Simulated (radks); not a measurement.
Valence configurations of neutral rhenium (all share [Xe]). Method: scalar-relativistic Kohn-Sham, LDA (Slater exchange, Perdew-Wang correlation), spin-polarised, spherical densities, point nucleus; open shells are filled with parallel spins first (spin-orbit coupling, left out, can overturn this in heavy ions); computed with a radial shooting solver on a logarithmic mesh with Libxc functionals. Order these by energy: 4f14 5d4 6s2 6p1; 4f13 5d6 6s2; 4f14 5d5 6p2; 4f14 5d6 6s1; 4f13 5d5 6s2 6p1; 4f14 5d5 6s1 6p1; 4f12 5d6 6s2 6p1; 4f13 5d6.5 6s1.5; 4f14 5d3 6s2 6p2; 4f14 5d5 6s2.

Answer. From the lowest, in eV above it: 4f14 5d5 6s2 0.000; 4f14 5d6 6s1 1.489; 4f14 5d5 6s1 6p1 3.046; 4f14 5d4 6s2 6p1 5.727; 4f14 5d5 6p2 8.502; 4f14 5d3 6s2 6p2 13.395; 4f13 5d6 6s2 42.004; 4f13 5d6.5 6s1.5 42.237; 4f13 5d5 6s2 6p1 46.290; 4f12 5d6 6s2 6p1 97.898. NIST lists [Xe] 4f14 5d5 6s2 as the ground configuration; this level of theory agrees among the configurations tried. The energies are those of spherical high-spin densities, not of single terms.
